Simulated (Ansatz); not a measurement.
Consider the ligand exchange at the Al–N bond: `C[NH][AlH][OH]` + H₂S → `[OH][AlH][SH]` + CH₃NH₂.

Program: Ansatz. Geometries: PBE0-D4/def2-TZVP. ΔE: electronic, gas phase. CCSD(T)/CBS adds triple-zeta CCSD(T) − MP2 to the extrapolated MP2 energy (def2 sets, frozen cores). This one scheme is used for every species. One conformer a species, not always the lowest.

| species | MP2/CBS(def2) energy (Eh) |
| --- | --- |
| `C[NH][AlH][OH]` | -413.58083 |
| H₂S | -398.94045 |
| `[OH][AlH][SH]` | -716.81736 |
| CH₃NH₂ | -95.71376 |

Work out ΔE.

ΔE = (-716.81736) + (-95.71376) − (-413.58083) − (-398.94045) = -0.00984 Eh = -6.2 kcal/mol. CCSD(T)/CBS gives -5.9 kcal/mol.

Largest T1 diagnostic among the species: 0.012.

In def2-TZVPP, CCSD(T) changes the Hartree–Fock value by +1.3 kcal/mol (the triples alone add −0.1 kcal/mol) and MP2 by +1.0 kcal/mol. Leaving LDA and LC-ωPBE aside and taking each functional with its dispersion term where it has one, the values, not all of them listed here, spread over 2.8 kcal/mol, from HSE06-D4 to CAM-B3LYP-D4. LDA lies +1.8 kcal/mol from PBE without D4.
